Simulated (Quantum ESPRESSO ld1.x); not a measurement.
Question: All-electron atom: Co XVII in [Ne] 3s1 (the NIST ground configuration). Method: scalar-relativistic Kohn-Sham, relativistic LDA (MacDonald-Vosko exchange, VWN5 correlation), spin-unpolarised, spherical densities, point nucleus; computed with ld1.x of Quantum ESPRESSO 7.5. Some entries of the table are withheld. Estimate them.

orbital,occ.,eigenvalue (eV),r(max) (bohr)
1s,2,(1),(2)
2s,2,(3),0.212
2p,6,(4),0.171
3s,1,-529.756,0.599
3p,0,-492.775,(5)
4s,0,-273.020,(6)

Answer: 
(1) 1s eigenvalue (eV): -8116.65
(2) 1s r(max) (bohr): 0.037
(3) 2s eigenvalue (eV): -1425.46
(4) 2p eigenvalue (eV): -1303.99
(5) 3p r(max) (bohr): 0.585
(6) 4s r(max) (bohr): 1.21
